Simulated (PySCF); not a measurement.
## Partial charges of `C=C/C=C\C(F)(F)C(F)(F)F`

Compound: C6H5F5.
Z-matrix (Å and degrees, PBE0-D3(BJ)/def2-SVP geometry), rows numbered from 1:
```
C 
C   1  1.3405
C   2  1.4536  1  122.11
C   3  1.3438  2  128.18  1   178.83
C   4  1.4948  3  126.42  2    -0.54
F   5  1.3499  4  109.62  3   157.81
F   5  1.3514  4  112.78  3    37.80
C   5  1.5442  4  113.55  3   -83.43
F   8  1.3300  5  110.33  4    64.26
F   8  1.3242  5  110.75  4  -175.56
F   8  1.3283  5  109.86  4   -55.44
H   1  1.0923  2  121.40  3  -179.45
H   1  1.0946  2  121.41  3     0.41
H   2  1.0918  1  119.73  3   179.49
H   3  1.0959  2  115.39  1    -0.91
H   4  1.0921  3  120.09  2  -178.32
```

Density: PBE0/pcSseg-1 (PySCF); schemes: Mulliken, IAO, Hirshfeld and ESP-fitted. One conformer (not necessarily the lowest) at the PBE0-D3(BJ)/def2-SVP geometry, without solvent, vibrations or thermal averaging.

**Question.** What partial charge does each atom carry?

**Answer.** In e:

| atom | environment | Mulliken | IAO | Hirshfeld | ESP-fitted |
| --- | --- | --- | --- | --- | --- |
| C1 | terminal =CH2 carbon | -0.141 | -0.277 | -0.073 | -0.465 |
| C2 | alkene CH carbon | -0.172 | -0.143 | -0.051 | +0.036 |
| C3 | alkene CH carbon | -0.088 | -0.103 | -0.026 | -0.183 |
| C4 | alkene CH carbon | -0.193 | -0.219 | -0.087 | -0.220 |
| C5 | CF2 carbon | +0.454 | +0.525 | +0.155 | +0.329 |
| F6 | fluorine of a CF2 group | -0.285 | -0.284 | -0.089 | -0.170 |
| F7 | fluorine of a CF2 group | -0.281 | -0.284 | -0.077 | -0.156 |
| C8 | CF3 carbon | +0.819 | +0.786 | +0.236 | +0.397 |
| F9 | fluorine of a CF3 group | -0.255 | -0.271 | -0.074 | -0.143 |
| F10 | fluorine of a CF3 group | -0.250 | -0.261 | -0.084 | -0.135 |
| F11 | fluorine of a CF3 group | -0.256 | -0.270 | -0.083 | -0.147 |
| H12 | vinylic hydrogen | +0.133 | +0.160 | +0.057 | +0.200 |
| H13 | vinylic hydrogen | +0.126 | +0.147 | +0.052 | +0.203 |
| H14 | vinylic hydrogen | +0.134 | +0.161 | +0.035 | +0.125 |
| H15 | vinylic hydrogen | +0.121 | +0.158 | +0.058 | +0.173 |
| H16 | vinylic hydrogen | +0.134 | +0.174 | +0.053 | +0.156 |

Mean size of the charges over all atoms: IAO 0.264 e, Mulliken 0.240 e, ESP-fitted 0.202 e, Hirshfeld 0.081 e. Each set sums to the total charge, 0, to within 0.001 e. The Mulliken scheme counts on each atom the diagonal of the density matrix times the overlap matrix over that atom's basis functions. The ESP scheme is a least-squares fit of atom-centred charges to the potential on four shells outside the van der Waals surface, with the total charge fixed.

Lowest charge. The schemes don't all agree: Mulliken F6 (-0.285); IAO F6 and F7 (-0.284); Hirshfeld F6 (-0.089); ESP-fitted C1 (-0.465).

Highest charge. All schemes agree: Mulliken C8 (+0.819); IAO C8 (+0.786); Hirshfeld C8 (+0.236); ESP-fitted C8 (+0.397).

**Question.** How closely do the schemes follow one another over all atoms?

**Answer.** Correlation coefficient and root-mean-square difference: IAO with Hirshfeld 1.00, 0.218 e; Mulliken with IAO 0.99, 0.045 e; Mulliken with Hirshfeld 0.99, 0.204 e; IAO with ESP-fitted 0.90, 0.147 e; Hirshfeld with ESP-fitted 0.89, 0.150 e; Mulliken with ESP-fitted 0.84, 0.164 e.

**Question.** How many electrons does the Hirshfeld scheme count on C3?

**Answer.** Z − q = 6 − (-0.026) = 6.026.

**Question.** Sum the charges by element.

**Answer.** 
```
element  atoms  Mulliken     IAO  Hirshfeld  ESP-fitted
      C      6    +0.678  +0.569     +0.154      -0.105
      F      5    -1.326  -1.370     -0.407      -0.751
      H      5    +0.647  +0.801     +0.254      +0.857
```
